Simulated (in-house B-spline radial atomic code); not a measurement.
**Ionising the zirconium ion Zr⁸⁺ with different functionals**

Computed with an all-electron radial atomic-structure program (B-spline basis): scalar-relativistic (spin-free X2C) Hamiltonian, Fermi nucleus of rms radius 4.2694 fm, spin-polarised at highest spin, spherical fractional occupations for the functionals, the average over the highest-spin determinants for Hartree-Fock. The ionisation energy is the difference of two self-consistent energies, [Ar] 3d10 4s2 4p2 → [Ar] 3d10 4s2 4p1, without Breit or QED terms; ε is the level of the shell that loses the electron (its least bound occupied spin orbital). There is no spin-orbit coupling in this Hamiltonian.

Hybrids are left out here: with spherical fractional occupations of an open shell their exact exchange keeps a self-interaction that integer-occupation calculations don't have.

```tsv
method	rung	ΔSCF (eV)	-ε(4p) (eV)
Hartree-Fock	Hartree-Fock	151.95	152.26
LDA VWN5	LDA	153.15	144.03
LDA PW92	LDA	153.14	144.02
LDA exchange-only	LDA	151.65	142.58
PBE	GGA	152.88	143.87
PBEsol	GGA	152.93	143.89
BLYP	GGA	152.83	143.71
RPBE	GGA	152.81	143.84
PW91	GGA	153.04	144.00
BP86	GGA	153.03	143.97
AM05	GGA	152.94	143.89
OLYP	GGA	153.22	144.26
TPSS	meta-GGA	152.98	144.04
SCAN	meta-GGA	153.36	144.55
r2SCAN	meta-GGA	153.33	144.53
revTPSS	meta-GGA	152.97	144.07
```

(1) How do they compare with the NIST value?

Answers

(1) NIST lists 153 eV ± 2.2 (tabulated theory, ground level to ground level). Errors run from -1.35 to +0.36 eV; all lie within about twice that uncertainty, so the table can't rank the methods. Hartree-Fock also lacks correlation.
